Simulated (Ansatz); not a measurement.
# GeH2Cl2O (SMILES [OH][GeH]([Cl])[Cl]): methods side by side

GeH2Cl2O: 6 atoms, total charge 0, spin state singlet. As SMILES, `[OH][GeH]([Cl])[Cl]`. Geometry: relaxed at PBE0-D4/def2-TZVP. This is one conformer, not always the lowest.

Quantity: the electronic atomisation energy, in eV. The values are calculated. Electronic energies at fixed atoms, without zero-point motion or spin-orbit coupling.

```csv
level,kind,program,value (eV),less CCSD(T)/cc-pVDZ
BLYP/cc-pVDZ,GGA,Ansatz,18.00,+0.79
revPBE/cc-pVDZ,GGA,Ansatz,17.94,+0.73
r2SCAN/cc-pVDZ,meta-GGA,Ansatz,18.77,+1.56
wB97M-V/cc-pVDZ,range-separated hybrid,Ansatz,18.75,+1.54
B2PLYP/cc-pVDZ,double hybrid,Ansatz,17.92,+0.71
RPA@PBE/cc-pVDZ,RPA,Ansatz,15.89,-1.32
CCSD(T)/cc-pVDZ,coupled cluster or CI,Ansatz,17.21,0.00
CCSD/cc-pVDZ,coupled cluster or CI,Ansatz,16.96,-0.25
```

CCSD(T)/cc-pVDZ is the highest level here, not the true value. All-electron rows without a relativistic Hamiltonian named are non-relativistic. The values span 15.89 to 18.77 eV. In the correlated wave-function rows the outer d shell of Ge is correlated, in sets not made for it.
